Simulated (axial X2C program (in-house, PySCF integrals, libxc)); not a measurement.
Low determinants of VS⁻ at the PBE0 level, two-component

All values were computed with an in-house all-electron X2C program for linear molecules (integrals from PySCF). Two-component (2c) means X2C with spin–orbit coupling and atomic mean-field two-electron Coulomb and Gaunt terms. Basis: V dyall-acv3z [11s11p7d4f2g], S dyall-av3z [9s8p3d2f] (cores contracted in-house); Gaussian nuclei, density fitting, unrestricted open shells. Masses: V 50.944 u, S 31.972 u.

Search at 2.060 Å (vertical energies from the lowest determinant):

```
ΔE (eV)  state  electrons beyond evenly filled partner blocks  electrons in ±ω = 1/2, 3/2, 5/2, 7/2
   0.00  Ω = 1                              ω = -3/2, ω = 5/2                              30 9 1 0
   0.10  Ω = 2                 2 × ω = 1/2, ω = -3/2, ω = 5/2                              30 9 1 0
   0.17  Ω = 3                               ω = 1/2, ω = 5/2                             29 10 1 0
   0.62  Ω = 2                               ω = 1/2, ω = 3/2                              31 9 0 0
   0.77  Ω = 1                              ω = -1/2, ω = 3/2                              31 9 0 0
   0.90  Ω = 0                2 × ω = -1/2, ω = -3/2, ω = 5/2                              30 9 1 0
   0.92  Ω = 2                              ω = -1/2, ω = 5/2                             29 10 1 0
```

Lowest determinant, Ω = 1 (⟨Sz⟩ = 1.00, ⟨Lz⟩ = 0.00 at PBE0): Re = 2.101 Å, ωe = 500.5 cm⁻¹.

The determinant in row 2 of the search, Ω = 2 (⟨Sz⟩ = 2.00, ⟨Lz⟩ = 0.00 at PBE0), was followed along the bond at PBE0; measured from the minimum of the lowest determinant it gives:

Te = 0.042 eV (337 cm⁻¹), Re = 2.149 Å, ωe = 469.2 cm⁻¹.

Problem. Compare the bond of the determinant in row 2 with that of the lowest one.

Solution. At PBE0 its Re is 0.048 Å longer and its force constant, which goes as ωe², is 0.88 times that of the lowest determinant. T0 ≈ Te + Δωe/2 = 337 + (-16) = 321 cm⁻¹.

The search compares states at one distance, so a state with another bond length can lie lower; it is not exhaustive and yields mostly the lowest determinant of each block pattern, so other components and higher states of one pattern are missing. These are energies of single determinants, not of spin-adapted states; PBE0 term energies can be off by some tenths of an eV, and the functional has no current term. Open-shell Ω = 0 determinants with evenly filled partner blocks cannot be reached by this program, so the Ω shown need not be the lowest component. The lowest determinant need not be the ground state where others lie within half an eV. For an anion, determinants above electron detachment are held by the basis set. The highest occupied level of some functionals is positive through self-interaction error; at Hartree–Fock it is bound. Row 1 has a positive highest level at its minimum. Row 2 has a positive highest level at its minimum.
